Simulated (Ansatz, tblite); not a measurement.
Forces on the cluster Cd2O3H2 at its r2SCAN-D4/def2-SVP geometry. The state is a singlet with charge 0.

In the def2 sets Cd takes a core potential; there is no spin–orbit coupling. The xTB rows come from tblite. Correlated methods freeze 3 core orbitals; core or outer-core shells of Cd are correlated, in sets that lack core-valence functions. The structure comes from a short search, and lower isomers may exist.

GFN1-xTB (tblite), largest force 0.40 eV/Å:

```xyz
7
positions Å, forces eV/Å
Cd   -1.724    0.032    0.318    0.057    0.024   -0.073
Cd    1.536   -0.750    0.413   -0.037    0.046   -0.077
O    -0.228   -0.808    1.258    0.019    0.058   -0.130
O     3.328   -0.881   -0.382   -0.113    0.359    0.099
O    -3.327    0.722   -0.585    0.247    0.270    0.135
H    -3.320    1.690   -0.585   -0.001   -0.398    0.013
H     3.735   -0.004   -0.436   -0.170   -0.359    0.034
```

GFN2-xTB (tblite), largest force 0.41 eV/Å:

```
Cd -0.200 0.084 -0.079
Cd 0.217 -0.017 -0.068
O 0.012 0.020 -0.162
O -0.222 0.295 0.165
O 0.315 0.165 0.202
H -0.102 -0.262 -0.040
H -0.020 -0.284 -0.018
```

B2PLYP/def2-TZVP (Ansatz), largest force 0.31 eV/Å:

```
Cd -0.079 -0.043 0.015
Cd 0.050 -0.076 0.022
O -0.005 -0.013 0.070
O 0.167 0.258 -0.033
O -0.039 0.305 -0.019
H -0.079 -0.206 -0.038
H -0.015 -0.223 -0.018
```
